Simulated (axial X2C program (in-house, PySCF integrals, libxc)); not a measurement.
**TeH: nuclear properties from DFT to coupled cluster**

Computed with an in-house all-electron X2C program for linear molecules (integrals from PySCF): two-component X2C with atomic mean-field Coulomb and Gaunt terms, Gaussian nuclei, basis Te dyall-acv3z, H dyall-av3z with contracted cores.

R = 1.663 Å (near the PBE0 minimum at charge 0 of the determinant lowest at the starting distance; the state shown can have its own minimum elsewhere); state Ω = 3/2 (⟨Sz⟩ = 0.50, ⟨Lz⟩ = 1.00 at PBE0).

```tsv
level	Eeff magnitude (GV/cm)	Ws magnitude Te (kHz)	A∥/gI Te (MHz)	qzz Te (a.u.)	A∥/gI H (MHz)	μ (D)
PBE0	1.31	0.487	579	3.90	-0.107	0.11
HF	2.8	1.08	572	4.11	-1.4	0.16
B3LYP	1.04	0.384	606	4.09	0.244	0.05
```

Eeff is the effective electric field on the electron electric dipole moment in this Ω state and Ws the scalar–pseudoscalar constant of the nucleus named (defined with the proton number Z and per Ω); A∥ (defined per Ω) follows by multiplying with gI = μI/(I μN); qzz is the electric field gradient, eQq0 = 234.96 MHz × Q/barn × qzz; μ is positive if the H end (last atom) is positive. The operators were transformed with the bare-nucleus X2C matrices; with these basis sets, hyperfine constants and field gradients can be off by tens of per cent, and where levels differ in sign neither size nor sign is settled.

Finite-field MP2, CCSD and CCSD(T), with 17 electrons correlated in 130 natural virtual spinors (MP2 remainder added):

```json
{"level": "MP2", "Eeff magnitude (GV/cm)": "0.967", "Ws magnitude Te (kHz)": "0.361", "A∥/gI Te (MHz)": "551", "qzz Te (a.u.)": "3.79", "A∥/gI H (MHz)": "-2.67", "μ (D)": "0.06"}
{"level": "CCSD", "Eeff magnitude (GV/cm)": "1.42", "Ws magnitude Te (kHz)": "0.536", "A∥/gI Te (MHz)": "585", "qzz Te (a.u.)": "3.89", "A∥/gI H (MHz)": "-0.645", "μ (D)": "0.08"}
{"level": "CCSD(T)", "Eeff magnitude (GV/cm)": "1.28", "Ws magnitude Te (kHz)": "0.482", "A∥/gI Te (MHz)": "589", "qzz Te (a.u.)": "3.80", "A∥/gI H (MHz)": "-0.658", "μ (D)": "0.07"}
```

T1 = 0.010 (Lee–Taylor). One unrestricted determinant, the lowest of a limited PBE0 search, is the reference; the functionals treat spin collinearly. Eeff spreads by more than a factor of two over the levels. Correlation of the inner shells is missing, which matters for properties at the nucleus. Number of frozen shells: Te 4 s, 3 p, 1 d; H none.

Problem. By how much does correlation change each value, CCSD(T) against HF?

Solution. Eeff magnitude -54 %; Ws magnitude Te -55 %; A∥/gI Te 3 %; qzz Te -8 %; A∥/gI H -53 %; μ -56 %.
